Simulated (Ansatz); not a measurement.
Reaction (ligand exchange at a Zr–F bond): `[F][Zr]([F])([SeH])[SeH]` + H₂Se → `[F][Zr]([SeH])([SeH])[SeH]` + H–F

Program: Ansatz. Geometries: PBE0-D4/def2-TZVP. ΔE: electronic, gas phase. CCSD(T)/CBS is the MP2 limit (def2-TZVPP, def2-QZVPP) plus CCSD(T) − MP2 in def2-TZVPP, frozen cores. This one scheme is used for every species. DFT in def2-TZVPP. B3LYP here is the variant with VWN-RPA as its local correlation; programs differ in this. Elements past krypton have def2 core potentials. For Se, Zr outer-core shells are correlated without core-valence functions, which leaves a few kJ/mol of doubt a bond. Scalar relativity is left out up to krypton. Each species was taken in one conformer, which may not be the lowest.

```
             level  ΔE (kJ/mol)
           BLYP-D4         82.4
          B3LYP-D4         78.2
               PBE         79.3
           r2SCAN0         74.4
     HF/def2-TZVPP         92.5
    MP2/def2-TZVPP         51.6
CCSD(T)/def2-TZVPP         64.7
     HF/def2-QZVPP         94.8
```

**Question.** What does CCSD(T)/CBS give? (Estimate.)

**Answer.** The calculation gave: +62.0 kJ/mol. The listed levels differ from it by 20.4, 16.2, 17.3, 12.4, 30.5, -10.4, 2.7, 32.8 kJ/mol.

Largest T1 diagnostic among the species: 0.016.

From BLYP to BHLYP (50 % exact exchange), in def2-TZVPP and without D4, ΔE moves by −7.0 kJ/mol. In def2-TZVPP, CCSD(T) changes the Hartree–Fock value by −27.8 kJ/mol (the triples alone add −6.2 kJ/mol) and MP2 by −40.9 kJ/mol.

CCSD(T)/CBS has its own doubt, a few kJ/mol and more with outer-core shells, so smaller differences from it don't rank the levels.
